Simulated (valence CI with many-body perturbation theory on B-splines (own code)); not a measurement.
# How close is CI+MBPT for Ga I?

Calculated by valence CI with perturbative core correlation (CI+MBPT): three valence electrons over a frozen Dirac-Fock core [Ar] 3d10, radial functions for each j: 11 s, 11 p, 10 d, 8 f, 5 g, 2 h, with the one-electron correlation potential Σ1 (screened to all orders), the two-electron term Σ2, the three-electron term Σ3, Breit, model QED; selected single and double excitations, second order for the rest, scaled by the run's own slope (own B-spline code, finite nucleus).

Set against measurement, 7 paired levels are off by 178 cm⁻¹ on average, the worst by 257. These come from a selection out of the NIST Handbook of Basic Atomic Spectroscopic Data. Levels without a partner in it may be off by more.

Measured levels: NIST Handbook of Basic Atomic Spectroscopic Data (Sansonetti and Martin, J. Phys. Chem. Ref. Data 34, 1559 (2005)). Pairs share parity and J, and are chosen by configuration, term and nearness in energy; levels without a clear partner are left out. Energies in cm⁻¹ above the measured ground level.

```json
{"Computed label": "4s2 4p 2P°_1/2", "Label in the source": "4s2 4p 2P°", "Measured": "0", "Computed": "0.0", "Difference": "0"}
{"Computed label": "4s2 4p 2P°_3/2", "Label in the source": "4s2 4p 2P°", "Measured": "826.2", "Computed": "812.0", "Difference": "-14"}
{"Computed label": "4s2 5s 2S_1/2", "Label in the source": "4s2 5s 2S", "Measured": "24788.5", "Computed": "24683.1", "Difference": "-105"}
{"Computed label": "4s2 5p 2P°_1/2", "Label in the source": "4s2 5p 2P°", "Measured": "33044.1", "Computed": "32864.3", "Difference": "-180"}
{"Computed label": "4s2 5p 2P°_3/2", "Label in the source": "4s2 5p 2P°", "Measured": "33155.1", "Computed": "32973.5", "Difference": "-182"}
{"Computed label": "4s2 4d 2D_3/2", "Label in the source": "4s2 4d 2D", "Measured": "34781.7", "Computed": "34526.8", "Difference": "-255"}
{"Computed label": "4s2 4d 2D_5/2", "Label in the source": "4s2 4d 2D", "Measured": "34787.8", "Computed": "34532.4", "Difference": "-255"}
{"Computed label": "4s2 6s 2S_1/2", "Label in the source": "4s2 6s 2S", "Measured": "37584.8", "Computed": "37328.2", "Difference": "-257"}
```

Over 7 excited levels the mean absolute difference is 178 cm⁻¹, the median 182 and the largest 257. The comparison draws on a selection of the measured levels: 8 of the 42 computed ones have a partner in it, and others may be off by more.

Rates against NIST Handbook of Basic Atomic Spectroscopic Data (Sansonetti and Martin, J. Phys. Chem. Ref. Data 34, 1559 (2005)):

```tsv
λ vac, measured (nm)	Upper	Lower	A computed (s⁻¹)	A tabulated (s⁻¹)
287.51	4s2 4d 2D_3/2	4s2 4p 2P°_1/2	1.15e+08	1.17e+08
294.45	4s2 4d 2D_5/2	4s2 4p 2P°_3/2	1.37e+08	1.34e+08
294.50	4s2 4d 2D_3/2	4s2 4p 2P°_3/2	2.31e+07	2.61e+07
403.41	4s2 5s 2S_1/2	4s2 4p 2P°_1/2	5.05e+07	4.85e+07
417.32	4s2 5s 2S_1/2	4s2 4p 2P°_3/2	9.69e+07	9.45e+07
```
